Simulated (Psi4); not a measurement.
CH$_{3}$S (SMILES C[S-]), charge -1, singlet, at a GFN2-xTB geometry (a gas-phase anion, which may not be bound at this level); M06-L/aug-cc-pVDZ (Psi4).

Psi4 was given this input:
```
memory 2 GB

molecule mol {
-1 1
C    -0.031589    1.108495    0.006189
S     0.019821   -0.695564   -0.003883
H    -1.068375    1.463682   -0.032915
H     0.434815    1.501210    0.917701
H     0.505949    1.513161   -0.859785
}

set {
  basis aug-cc-pvdz
  reference rks
}

energy('m06-l')
print_variables()
```

Write the output that Psi4 gives for this input, abridged.


```
   => Loading Basis Set <=

    Name: AUG-CC-PVDZ
    Role: ORBITAL
    Keyword: BASIS

         ---------------------------------------------------------
                                   SCF
               by Justin Turney, Rob Parrish, Andy Simmonett
                          and Daniel G. A. Smith
                              RKS Reference
         ---------------------------------------------------------

  ==> Geometry <==

    Molecular point group: c1
    Full point group: C1

    Geometry (in Angstrom), charge = -1, multiplicity = 1:

       Center              X                  Y                   Z               Mass
    ------------   -----------------  -----------------  -----------------  -----------------
         C           -0.034270974624     1.202622809043     0.006714218254    12.000000000000
         S            0.017139025376    -0.601436190957    -0.003357781746    31.972071174400
         H           -1.071056974624     1.557809809043    -0.032389781746     1.007825032230
         H            0.432133025376     1.595337809043     0.918226218254     1.007825032230
         H            0.503267025376     1.607288809043    -0.859259781746     1.007825032230

  Running in c1 symmetry.

  Rotational constants: A =      5.28548  B =      0.44177  C =      0.44177 [cm^-1]
  Rotational constants: A = 158454.70637  B =  13243.93525  C =  13243.93499 [MHz]
  Nuclear repulsion =   48.229831033419572

  Charge       = -1
  Multiplicity = 1
  Electrons    = 26
  Nalpha       = 13
  Nbeta        = 13

  ==> Algorithm <==

  SCF Algorithm Type is DF.
  DIIS enabled.
  MOM disabled.
  Fractional occupation disabled.
  Guess Type is SAD.
  Energy threshold   = 1.00e-06
  Density threshold  = 1.00e-06
  Integral threshold = 1.00e-12

  ==> Primary Basis <==

  Basis Set: AUG-CC-PVDZ
    Blend: AUG-CC-PVDZ
    Number of shells: 35
    Number of basis functions: 77
    Number of Cartesian functions: 81
    Spherical Harmonics?: true
    Max angular momentum: 2

  ==> DFT Potential <==

   => LibXC <=

    Version 7.1.2
    S. Lehtola, C. Steigemann, M. J. T. Oliveira, and M. A. L. Marques,  SoftwareX 7, 1–5 (2018) (10.1016/j.softx.2017.11.002)

   => Composite Functional: M06-L <=

    M06-L Meta-GGA XC Functional

    Y. Zhao and D. G. Truhlar, J. Chem. Phys. 125, 194101, 2006

    Deriv               =              1
    GGA                 =           TRUE
    Meta                =           TRUE

    Exchange Hybrid     =          FALSE
[...]
   @DF-RKS iter   7:  -438.11859166583292   -6.96065e-05   4.51726e-05 DIIS
   @DF-RKS iter   8:  -438.11860038647160   -8.72064e-06   1.14295e-05 DIIS
   @DF-RKS iter   9:  -438.11860097658081   -5.90109e-07   3.34227e-06 DIIS
   @DF-RKS iter  10:  -438.11860102648143   -4.99006e-08   1.19101e-06 DIIS
   @DF-RKS iter  11:  -438.11860103455854   -8.07711e-09   3.82942e-07 DIIS
  Energy and wave function converged.

  ==> Post-Iterations <==

   Electrons on quadrature grid:
      Ntotal   =   26.0000050487 ; deviation = 5.049e-06

    Orbital Energies [Eh]
    ---------------------

    Doubly Occupied:

[...]
      13A      0.050867

    Virtual:

[...]
      77A      2.795111

    Final Occupation by Irrep:
              A
    DOCC [    13 ]
    NA   [    13 ]
    NB   [    13 ]

  @DF-RKS Final Energy:  -438.11860103455854

   => Energetics <=

    Nuclear Repulsion Energy =             48.2298310334195719
    One-Electron Energy =                -705.3297272415330781
    Two-Electron Energy =                 251.4137961565699015
    DFT Exchange-Correlation Energy =     -32.4325009830149824
    Empirical Dispersion Energy =           0.0000000000000000
    VV10 Nonlocal Energy =                  0.0000000000000000
    Total Energy =                       -438.1186010345585373

Computation Completed

Properties will be evaluated at   0.000000,   0.000000,   0.000000 [a0]

Properties computed using the SCF density matrix

 Multipole Moments:

 ------------------------------------------------------------------------------------
     Multipole            Electronic (a.u.)      Nuclear  (a.u.)        Total (a.u.)
 ------------------------------------------------------------------------------------

 L = 1.  Multiply by 2.5417464519 to convert [e a0] to [Debye]
 Dipole X            :          0.0956191           -0.1267219           -0.0311028
 Dipole Y            :         -3.3560368            4.4468926            1.0908558
 Dipole Z            :         -0.0186781            0.0248262            0.0061481
 Magnitude           :                                                    1.0913165

 ------------------------------------------------------------------------------------

  Variable Map:
  ----------------------------------------------------------------------------
[...]
  Array Variable Map:
  ----------------------------------------------------------------------------
[...]
[...]
```
